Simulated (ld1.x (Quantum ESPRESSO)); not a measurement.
**Configuration tests for cobalt (Co) (PAW)**

```
Element                 : Co
Generator               : ld1.x (Quantum ESPRESSO) 7.5
Type                    : PAW
Functional              : PBEsol
Relativity              : scalar-relativistic
Frozen core             : [Ne]
Valence charge          : 17
Reference configuration : 3s2 3p6 3d7 4s2 4p0
Partial waves           : 3s (bound): rcut 1.05, rcutus 1.15 bohr; 4s (bound): rcut 1.05, rcutus 1.15 bohr; 3p (bound): rcut 1.15, rcutus 1.25 bohr; 4p (bound, empty): rcut 1.15, rcutus 1.25 bohr; 3d (bound): rcut 1.60, rcutus 1.95 bohr; 3d channel at -0.15 Ry: rcut 1.60, rcutus 1.95 bohr
Local potential         : all-electron potential smoothed inside 1.35 bohr (lloc = -2)
Core correction         : a·sin(br)/r model core inside 0.70 bohr
Augmentation charge     : BESSEL, radius 1.10 bohr
```

Energies are relative to the spin-unpolarised reference configuration 3s2 3p6 3d7 4s2 4p0; without spin polarisation the order of configurations can differ from experiment. Not all tests gave a result: 2 of 7 tests not solved or not reliable. Left out of the table: 3s2 3p6 3d6 4s0 4p0 (solver errors, printed error -2825 eV); 3s2 3p6 3d5 4s0 4p0 (solver errors, printed error -2341 eV).

```tsv
valence configuration	charge	ΔE all-electron (eV)	error AE − PS (meV)
3s2 3p6 3d7 4s1 4p0	+1	9.045	-1.6
3s2 3p6 3d7 4s0 4p0	+2	25.742	-6.5
3s2 3p6 3d7 4s1 4p1	0	4.383	-0.7
3s2 3p6 3d7 4s0 4p1	+1	14.439	-3.1
3s2 3p5 3d7 4s2 4p0	+1	73.401	-72
```

Levels in the configuration 3s2 3p6 3d7 4s0 4p1:

```csv
level,all-electron (eV),pseudo (eV)
3s,-112.532,-112.515
3p,-75.919,-75.904
3d,-18.485,-18.473
4p,-8.236,-8.237
```
